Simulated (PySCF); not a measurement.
C₄H₇ClSi. Atoms are numbered in the order given.

```xyz
13

C     -1.2273     1.9457    -0.9265
C     -0.9299     0.6456    -0.2080
Si    -2.2788    -0.6875    -0.1284
C      0.2268     0.3741     0.3712
C      1.3643     0.0668     0.9620
Cl     2.6842    -0.7417     0.1350
H     -1.4941     1.7512    -1.9871
H     -0.3628     2.6366    -0.9030
H     -2.1005     2.4560    -0.4677
H     -2.6765    -1.0844    -1.5265
H     -3.5005    -0.1261     0.5526
H     -1.7766    -1.8839     0.6236
H      1.5794     0.2907     2.0190
```
Charge 0, spin multiplicity 1.

Geometry optimised at PBE-D3(BJ)/def2-SVP. This is a generated structure with no PubChem entry under its InChIKey; it may be hypothetical.

Level of theory: PBE-D3(BJ)/def2-SVP (PySCF 2.14.0).

Frequencies are harmonic and unscaled.

```csv
mode,ν (cm⁻¹),IR (km/mol),moving atoms (share of kinetic energy)
1,77,0.0,"Si 30 %, Cl 27 %, H 22 %, C 21 %"
2,92,0.1,"H 74 %, C 14 %"
3,113,0.8,"H 42 %, C 39 %, Cl 19 %"
4,140,0.3,"H 83 %, C 11 %"
5,191,0.1,"C 56 %, H 26 %, Si 10 %"
6,241,0.5,"C 57 %, H 30 %, Si 10 %"
7,310,1.1,"C 60 %, H 29 %, Cl 10 %"
8,447,15.8,"C 52 %, Si 27 %, H 12 %, Cl 9 %"
9,499,13.2,"C 71 %, H 15 %, Cl 10 %"
10,607,16.3,"H 47 %, C 41 %, Si 11 %"
11,631,28.0,"H 71 %, C 18 %, Si 10 %"
12,646,10.4,"C 47 %, H 43 %, Si 9 %"
13,726,26.9,"H 74 %, C 25 %"
14,750,64.6,"C 74 %, Cl 17 %, H 9 %"
15,879,271.4,"H 90 %, Si 10 %"
16,899,32.8,H 97 %
17,914,46.5,H 96 %
18,921,38.4,"H 51 %, C 47 %"
19,988,0.5,"H 68 %, C 32 %"
20,1097,3.6,"C 69 %, H 29 %"
21,1150,8.3,"H 83 %, C 17 %"
22,1322,33.9,"C 77 %, H 23 %"
23,1327,0.8,"H 78 %, C 22 %"
24,1400,10.8,H 97 %
25,1410,17.4,"H 88 %, C 12 %"
26,1993,8.8,C 99 %
27,2151,107.2,H 98 %
28,2156,95.5,H 96 %
29,2196,67.1,H 96 %
30,2962,18.9,H 97 %
31,3038,5.8,"H 91 %, C 9 %"
32,3077,6.3,"H 90 %, C 10 %"
33,3121,4.7,"H 92 %, C 8 %"
```
